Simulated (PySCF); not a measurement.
# Spinor energies of Hg³⁷⁺ (mercury, charge +37)

Start: [Kr] 4d7; 4d3/2 filled at m_j = -3/2, -1/2, +1/2, +3/2; 4d5/2 filled at m_j = +1/2, +3/2, +5/2. Calculated with PySCF 2.14 in an even-tempered Gaussian basis (17 s from 4.1 bohr⁻², ratio 2.8; 14 p from 5.4 bohr⁻², ratio 2.8; 9 d from 5.4 bohr⁻², ratio 2.8; 3 f from 23 bohr⁻², ratio 3): generalised Hartree-Fock with the X2C-1e Hamiltonian and a Gaussian nucleus; one run each with spin-orbit coupling (SO) switched off, then screened by Boettger's factors.

```csv
spinor shell,electrons,"ε, spin-free (eV)","ε, screened SO (eV)",weight of nominal j (screened SO),"rms radius, screened SO (bohr)"
1s1/2,2,-85132.5,-85098.0,1.000,0.0187
2s1/2,2,-16534.4,-16522.8,1.000,0.0756
2p1/2,2,-14488.0,-15893.6,1.000,0.0640
3s1/2,2,-5165.4,-5161.2,1.000,0.192
3p1/2,2,-4562.6,-4881.5,1.000,0.183
3p3/2,4,-4562.6,-4434.3,1.000,0.199
3d3/2,4,-3924.8,-3982.0,1.000,0.174
3d5/2,6,-3924.8,-3882.9,1.000,0.178
4s1/2,2,-2207.1,-2205.5,1.000,0.397
4p1/2,2,-1980.9,-2083.8,0.999,0.399
4p3/2,4,-1980.9,-1938.2,1.000,0.429
4d3/2,4,-1736.4,-1750.9,0.989,0.415
4d5/2,3,-1736.4,-1724.1,0.991,0.422
```

Where does 2p3/2 lie, and what is the 2p spin-orbit splitting (screened SO)?

At -13938.3 eV, 1955.4 eV above 2p1/2.

| quantity | spin-free | screened SO |
| --- | --- | --- |
| E (hartree) | -18807.78998 | -18841.06404 |
| M_J | 9/2 | 9/2 |
| ⟨J²⟩ | 24.751 | 24.752 |
| ⟨L²⟩ | 12.001 | 15.870 |
| ⟨S²⟩ | 3.750 | 2.650 |

Each row is a mean over spinors that exchange with the open shell spreads, by up to 24.522 eV (4p3/2).

Breit and QED terms are absent; they matter most for the inner s and p1/2 levels.

Densities and radii are taken from the X2C orbitals without a picture-change correction, which distorts them close to the nucleus.

Without spin-orbit coupling the j labels of p, d and f shells carry no meaning; the spin-free column gives the mean over the occupied spinors of each nl shell.
